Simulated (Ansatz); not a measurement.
The same path of C$_{3}$H$_{4}$OSi (9 atoms, charge 0, multiplicity 1) was run twice with different band settings.

These are results of UKS B3LYP/def2-SVP (Ansatz), not measurements.

Relaxed end points:

```xyz
9
Properties=species:S:1:pos:R:3
C 0.513 2.333 -0.444
C 0.661 1.127 -0.466
C 0.740 -0.329 -0.430
O 1.653 -0.945 -0.948
Si -0.703 -1.248 0.503
H 0.398 3.402 -0.436
H -0.461 -2.711 0.408
H -2.001 -0.877 -0.131
H -0.714 -0.800 1.926
```

```xyz
9
Properties=species:S:1:pos:R:3
C 0.759 2.353 -0.228
C 0.663 1.163 -0.458
C 0.481 -0.268 -0.656
O 1.050 -0.882 -1.541
Si -0.715 -1.254 0.523
H 0.860 3.406 -0.040
H 0.084 -2.352 1.135
H -1.791 -1.826 -0.333
H -1.302 -0.385 1.582
```

Common settings: spring 5.0 eV/Å²; optimiser quadratic models (default); start path through a guess of the saddle point; force threshold 0.05 eV/Å; iteration limit 60; end points relaxed.

| run | movable images | climbing image |
| --- | --- | --- |
| 1 | 7 | yes |
| 2 | 4 | no |

(1) What does each run give, and how far can it be trusted?

## Answers

(1) Run 1: converged after 16 iterations, highest image 0.000 eV above the first end. The top lies less than 8 meV above the higher end, about what the thresholds resolve: the motion is nearly free. A vibrational analysis at the climbing image gives no mode beyond 40i cm⁻¹: the surface is too flat there to confirm a saddle point.
Run 2: converged after 12 iterations, highest image 0.000 eV above the first end. The top lies less than 8 meV above the higher end, about what the thresholds resolve: the motion is nearly free. No image climbed, so the highest image needn't sit at the top of the path.
